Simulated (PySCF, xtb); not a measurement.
Si(I)(Me)(OH)2 (CH₅IO₂Si), SMILES O[Si](C)(O)I. Other conformers were not sampled.

Harmonic wavenumbers (cm⁻¹) from xtb 6.7.1 with GFN2-xTB at its own minimum, in rising order: 91, 135, 159, 196, 210, 238, 283, 308, 393, 737, 774, 798, 826, 838, 921, 975, 1385, 1475, 1480, 3040, 3048, 3061, 3660, 3689.

**Question.** What does B3LYP-D3(BJ)/def2-SVP (PySCF) give at its own minimum? (An estimate is asked for; the answer gives what the named calculation found.)

**Answer.** 87, 140, 169, 176, 212, 241, 273, 336, 388, 695, 758, 778, 820, 832, 913, 969, 1278, 1424, 1428, 3040, 3135, 3148, 3868, 3880. Paired by order, the mean absolute difference is 41 cm⁻¹ and the zero-point energies are 41.1 and 41.4 kcal/mol.
